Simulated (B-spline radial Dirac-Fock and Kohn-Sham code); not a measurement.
## Two-hole binding energies of Ru³⁺

System: ruthenium as Ru³⁺, configuration [Kr] 4d5, inside a Watson sphere of charge -3 and radius 2.7 Å (a model of the Madelung potential; inside it an electron's potential energy is raised by 16.0 eV).

Input file task.json (cfg lists n, l and occupation; rrms is the nuclear radius in fm):

```json
{"items": [{
  "Z": 44,
  "q": 3,
  "cfg": [[1, 0, 2], [2, 0, 2], [2, 1, 6], [3, 0, 2], [3, 1, 6], [3, 2, 10], [4, 0, 2], [4, 1, 6], [4, 2, 5]],
  "A": 102,
  "rrms": 4.4809,
  "watson": [-3, 2.7],
  "do": ["binding", "quiet", "double"]
}]}
```

Launch: `python xray_run.py task.json out`

Model: Dirac-Fock (average of configuration) total-energy differences with a finite nucleus, the Breit interaction including its frequency dependence, and self-energy and vacuum-polarisation corrections. Program: a radial atomic solver. U is the two-hole binding energy less the two single-hole energies, the effective repulsion of the holes after relaxation. Each two-hole energy is an average over J within one jj subconfiguration.

| holes | E(a) (eV) | E(b) (eV) | E(ab) (eV) | U (eV) |
| --- | --- | --- | --- | --- |
| 1s⁻¹ 2p3/2⁻¹ | 22148.9 | 2871.4 | 25198.9 | 178.6 |
| 1s⁻¹ 3p1/2⁻¹ | 22148.9 | 517.9 | 22723.9 | 57.1 |
| 1s⁻¹ 3d3/2⁻¹ | 22148.9 | 315.3 | 22514.0 | 49.8 |
| 1s⁻¹ 3d5/2⁻¹ | 22148.9 | 311.2 | ? | ? |
| 2s⁻¹ 2p1/2⁻¹ | 3262.6 | 3000.4 | 6367.2 | 104.2 |
| 2s⁻¹ 3p3/2⁻¹ | 3262.6 | 495.4 | 3805.9 | 47.8 |
| 2p1/2⁻¹ 3s⁻¹ | 3000.4 | 620.1 | 3668.6 | 48.1 |
| 2s⁻¹ 3d3/2⁻¹ | 3262.6 | 315.3 | 3628.6 | 50.6 |
| 2s⁻¹ 3d5/2⁻¹ | 3262.6 | 311.2 | 3623.9 | 50.1 |
| 2p1/2⁻¹ 3d5/2⁻¹ | 3000.4 | 311.2 | 3362.6 | 51.1 |
| 3p1/2⁻² | 517.9 | 517.9 | 1077.1 | 41.3 |
| 3p1/2⁻¹ 3p3/2⁻¹ | 517.9 | 495.4 | 1051.0 | 37.7 |
| 3p3/2⁻² | 495.4 | 495.4 | 1029.1 | 38.3 |
| 3d3/2⁻¹ 3d5/2⁻¹ | 315.3 | 311.2 | 667.9 | 41.4 |

Q: Give the missing two-hole energy and U.

A: E(ab) = 22509.3 eV and U = 49.2 eV.

Values without a named source are computed, but for edge energies of neutral atoms, which are taken from tables.
